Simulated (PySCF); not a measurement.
Simulated absorption spectrum

Compound: C4H12OSi.
InChI=1S/C4H12OSi/c1-4(2,3)5-6/h1-3,6H3

Theory: PySCF, TDDFT PBE0/def2-SVPD, vertical, gas phase, core orbitals frozen in the response. Geometry: PBE0-D3(BJ)/def2-SVP; no solvent, vibrations or thermal averaging. Torsions of this conformer, `[CH3:1][C:2]([CH3:3])([CH3:4])[O:5][SiH3:6]`: C1–C2–O5–Si6 -54°.

Each state is given a Gaussian of 0.4 eV full width at half maximum, with ε(max) = 2.175×10⁸ f / Δν̃ (Δν̃ the width in cm⁻¹). The width is an assumption, not a result. The curve ends short of the highest state used, and states not computed would add to its high-energy end.

```csv
E (eV),ε (L mol⁻¹ cm⁻¹)
6.37,1
6.41,2
6.45,3
6.49,7
6.53,12
6.57,22
6.62,42
6.66,66
6.70,99
6.74,140
6.78,187
6.82,236
6.86,284
6.90,325
6.95,363
6.99,384
7.03,403
7.07,433
7.11,488
7.15,584
7.19,734
7.23,940
7.28,1264
7.32,1548
7.36,1818
7.40,2034
7.44,2162
7.48,2182
7.52,2091
7.56,1905
7.61,1589
7.65,1318
7.69,1071
7.73,880
7.77,762
7.81,724
7.85,764
7.89,876
7.94,1108
7.98,1359
8.02,1665
8.06,2019
8.10,2412
8.14,2833
```

Problem. Where are the band maxima, and which computed states make them?

Solution. 166 nm (7.47 eV), ε about 2200, made up of S2 (92%) (ε in L mol⁻¹ cm⁻¹; maxima over ε = 5, shares over 10%). At its high-energy end, 8.14 eV, the curve is still rising (ε about 2800, from S6). The states used: S1 6.97 eV (f 0.0051); S2 7.46 eV (f 0.030); S3 7.55 eV (f 0.0026); S4 7.99 eV (f 0.0063); S5 8.02 eV (f 0.0033); S6 8.26 eV (f 0.040); S7 8.42 eV (f 0.0067); S8 8.57 eV (f 0.053); S9 8.64 eV (f 0.061); S10 8.74 eV (f 0.0021).

Problem. Coming from long wavelengths, where does ε first pass 100 L mol⁻¹ cm⁻¹?

Solution. At about 185 nm (6.70 eV), 0.27 eV below S1.

Problem. On this curve, what absorbance would a 10⁻⁴ mol/L sample give at 193 nm over a 1 cm path?

Solution. 193 nm is 6.424 eV, where ε is about 2 L mol⁻¹ cm⁻¹, so A = ε c l ≈ 0.0002 (Beer–Lambert, with the gas-phase spectrum and the assumed width).

Problem. What would ε be at 7.47 eV, the highest of these maxima, with half the width (0.2 eV)?

Solution. About 4250 L mol⁻¹ cm⁻¹ against 2190, a factor of about 1.9; a lone state at its own centre would give exactly 2.

The vertical ionisation energy (ΔSCF) is 9.85 eV, 1.11 eV above S10.
